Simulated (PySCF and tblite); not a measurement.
C9H12O, numbered as in [CH3:1][CH:2]([CH3:3])[O:4][c:5]1[cH:6][cH:7][cH:8][cH:9][cH:10]1.

Conformers came from 90 starts (ETKDG and KDG, MMFF94s, GFN2-xTB); geometries are GFN2-xTB. Energies: PBE0-D3(BJ)/pcSseg-1 (IEF-PCM, chloroform), with GFN2-xTB thermal terms (modes under about 100 cm⁻¹ blended into free rotors). Symmetry numbers and mirror images are counted. Conformers within 3 kcal/mol (GFN2-xTB free energy) were kept, 9 at most. GIAO shieldings: PBE0/pcSseg-1 (IEF-PCM, chloroform). Shifts are against TMS (¹H), TMS (¹³C) at the same level. Programs: PySCF with density fitting and tblite.

Torsions listed: C1–C2–O4–C5, C2–O4–C5–C6. Of a mirror pair one member is shown.

```
conformer    shape  weight %  dipole D
        1  77°, 3°     100.0      1.85
```

How do the computed shifts compare with measured ones?


```json
{"nucleus": "¹H", "signal": "H1/H3", "leading conformer": "1.40", "average": "1.40", "measured": "1.31", "medium": "not stated per compound (mostly CDCl3 or CCl4)"}
{"nucleus": "¹H", "signal": "H2", "leading conformer": "4.61", "average": "4.61", "measured": "4.51", "medium": "not stated per compound (mostly CDCl3 or CCl4)"}
```

Measured values: Pretsch, Buehlmann, Badertscher, Structure Determination of Organic Compounds, 4th ed. (2009). Mean difference for ¹H: 0.10 ppm, scatter 0.01 ppm. The computed shifts are unscaled and lack vibrational corrections.
